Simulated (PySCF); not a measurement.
B(OH)(SH)2, SMILES OB(S)S at its PBE0/def2-SVP optimised geometry (Å):

```
7

B     -0.5659    -0.2163     0.0000
O     -1.3493    -1.3204    -0.0003
H     -0.8774    -2.1575    -0.0009
S      1.2608    -0.2163     0.0000
H      1.4463    -1.5551     0.0006
S     -1.4463     1.3742     0.0000
H     -0.3476     2.1575     0.0020
```

Method: PySCF with PBE0/def2-TZVP.

Map of the electron localisation function on the plane z = 1.5 Å:

```
|                           |
|                           |
|                           |
|                           |
|                           |
|      .:::.                |
|     :=**+-.               |
|    .=#%%#+-.              |
|    :*%@@@#=.              |
|    :*%@@@%+:    .:.       |
|    :+#@@@%+.   :++=:      |
|     -+###*-.  -*%%#+:     |
|      .:-=-:. :*%@@%*-     |
|          ....=#@@@@#-     |
|            .:+%@@@%*:     |
|         .   .-*#%#*-.     |
|       .:-:.  .-===:.      |
|      .-=-:.   .::..       |
|      .:-:.      .         |
|       ...                 |
|                           |
|                           |
|                           |
|                           |
|                           |
|                           |
|                           |
```
Scale: ten equal steps from 0.000 (start of ' ') to 0.857 (end of '@'), in the order ' .:-=+*#%@'; x runs from -4.50 to 4.50, y from -4.50 (bottom) to 4.50 (top).
